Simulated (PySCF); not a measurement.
# Electron correlation in Ni(2+) (nickel, charge +2)

[Ar] 3d7 4p1, one real determinant (an excited configuration). Calculation: PySCF 2.14, in x2c-TZVPPall with one added diffuse shell each of s, p, d, f type (7s6p5d3f1g, 80 functions); scalar relativity by spin-free X2C-1e. Frozen: [Ar]; 8 electrons correlated.

```csv
level,correlation energy (mhartree)
CCSD,-186.19
(T),-3.16
CCSD(T),-189.35
```

Diagnostics: T1 = 0.0083, D1 = 0.0221, largest double amplitude 0.035.

**Question.** Is a single reference adequate?

**Answer.** Yes: T1 lies below 0.03 and no double amplitude reaches 0.07.

The reference is one real determinant that mixes LS terms of this configuration.
